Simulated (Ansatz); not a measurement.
Molecule: CH₃Cl₂Ga (charge 0, singlet). 
Geometry from a B3LYP-D3(BJ)/def2-TZVP (Ansatz, an electronic-structure program) optimisation:
```
Ga
C 1 1.9567
H 2 1.0883 1 109.96
H 2 1.0885 3 110.41 1 121.38
H 2 1.0907 3 108.99 4 119.50
Cl 1 2.1544 2 123.10 3 -27.16
Cl 1 2.1545 2 122.98 3 153.51
```

Total electronic energies in hartree. Cores are frozen in the correlated levels unless marked. No spin-orbit coupling. Frozen are the shells of the preceding noble gas and the d and f shells that filled before the atom's block. Non-relativistic. Basis-set limits of correlation are two-point, X^-3; Hartree-Fock from the larger set.

| level | program | energy (Eh) |
|---|---|---|
| r2SCAN-D4/def2-TZVPD | Ansatz + dftd4 | -2885.24141 |
| PBE0/def2-TZVP | Ansatz | -2884.72844 |
| MP2/6-31G | Ansatz | -2881.78825 |
| RI-MP2/def2-TZVPPD | Ansatz | -2882.66764 |
| RI-MP2/def2-QZVPPD | Ansatz | -2882.78572 |
| CCSD/def2-SVP | Ansatz | -2881.94248 |
| CCSD(T)/def2-SVPD | Ansatz | -2882.00687 |
| CCSD(T)/def2-TZVPP | Ansatz | -2882.73895 |
| CCSD(T)/CBS(def2-TZVPPD,def2-QZVPPD) | Ansatz | -2882.8990 |

Totals of different functionals don't rank their quality; only differences between species are comparable.
